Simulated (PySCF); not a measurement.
# Two-component Hartree-Fock for F(2+) (fluorine, charge +2)

Start: [He] 2s1 2p4; 2s1/2 filled at m_j = +1/2; 2p1/2 filled at m_j = +1/2; 2p3/2 filled at m_j = -1/2, +1/2, +3/2. Calculated with PySCF 2.14 in x2c-SVPall-2c with one added diffuse shell of s type (4s2p1d, 15 functions): generalised Hartree-Fock with the X2C-1e Hamiltonian and a Gaussian nucleus; one run each with spin-orbit coupling (SO) switched off, then screened by Boettger's factors. This is a chosen level, not necessarily the ground level.

| spinor shell | electrons | ε, spin-free (eV) | ε, screened SO (eV) | weight of nominal j (screened SO) | rms radius, screened SO (bohr) |
| --- | --- | --- | --- | --- | --- |
| 1s1/2 | 2 | -763.72 | -763.71 | 1.000 | 0.204 |
| 2s1/2 | 1 | -87.209 | -87.205 | 1.000 | 0.992 |
| 2p3/2 | 3 | -60.688 | -63.542 | 0.665 | 0.998 |
| 2p1/2 | 1 | -60.688 | -52.135 | 0.664 | 1.07 |

| quantity | spin-free | screened SO |
| --- | --- | --- |
| E (hartree) | -96.88879 | -96.88963 |
| M_J | 5/2 | 5/2 |
| ⟨J²⟩ | 8.755 | 8.755 |
| ⟨L²⟩ | 2.001 | 2.001 |
| ⟨S²⟩ | 3.754 | 3.754 |

Each row is a mean over spinors that exchange with the open shell spreads, by up to 6.446 eV (1s1/2).

Rows whose weight is well below 1 are mixtures of j = l ± 1/2: exchange outweighs spin-orbit coupling there, and the label is only the starting occupation.

Without spin-orbit coupling the j labels of p, d and f shells carry no meaning; the spin-free column gives the mean over the occupied spinors of each nl shell.
